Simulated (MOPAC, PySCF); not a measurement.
C$_{8}$H$_{13}$BO, SMILES `B[C@@]1(C=O)C[C@@H]2CC[C@H]1C2`, neutral singlet in the gas phase. 

Z-matrix (Å, degrees):
```
C
H 1 1.1028
C 1 1.5330 2 116.30
H 3 1.0994 1 114.06 2 -60.98
H 3 1.1020 4 108.84 1 -125.43
C 3 1.5313 4 113.50 5 -127.66
H 6 1.0995 3 116.02 4 63.05
C 6 1.5327 7 113.71 3 116.78
H 8 1.0997 6 112.98 7 75.31
H 8 1.1003 9 107.94 6 122.97
C 1 1.5380 2 113.65 3 116.53
H 11 1.0994 1 113.58 2 73.20
H 11 1.1014 12 106.73 1 120.44
C 6 1.5409 7 113.70 8 125.43
H 14 1.1003 6 111.51 7 -82.14
H 14 1.1004 15 107.27 6 -121.81
C 8 1.5451 9 110.04 10 121.87
C 17 1.5015 8 114.26 9 7.25
O 18 1.2032 17 125.40 8 -10.86
H 18 1.1222 19 120.54 9 -174.66
B 17 1.5576 18 109.94 20 -50.21
H 21 1.2081 17 120.75 18 -160.68
H 21 1.2105 22 119.14 17 174.69
```
Charge 0, spin multiplicity 1.

All levels are single points at this geometry (PBE0-D4/def2-SVP); Pople sets use spherical d functions. Orbital energies aren't observables, and empty levels follow the basis.

```
level                            HOMO (eV)  LUMO (eV)  gap (eV)  dipole (D)  vertical IE, Delta-SCF (eV)
-------------------------------  ---------  ---------  --------  ----------  ---------------------------
B3LYP-D3(BJ)/def2-TZVP in PySCF      -7.02      -1.70      5.32        2.92                         9.21
PBE0-D4/def2-TZVP in PySCF           -7.23      -1.47      5.76        2.92                         9.23
B3LYP/6-311+G** in PySCF             -7.05      -1.74      5.31        3.02                            –
BP86/6-31G* in PySCF                 -5.49      -2.18      3.31        2.69                            –
M06-2X/6-31G* in PySCF               -8.52      -0.13      8.39        2.76                            –
PBE/6-31G* in PySCF                  -5.36      -2.10      3.26        2.67                            –
SVWN5/6-31G* in PySCF                -5.49      -2.40      3.09        2.76                            –
HF/6-31G* in PySCF                  -10.85       2.81     13.66        3.05                            –
PM6 in MOPAC                         -9.78      -0.41      9.37        3.30                            –
```
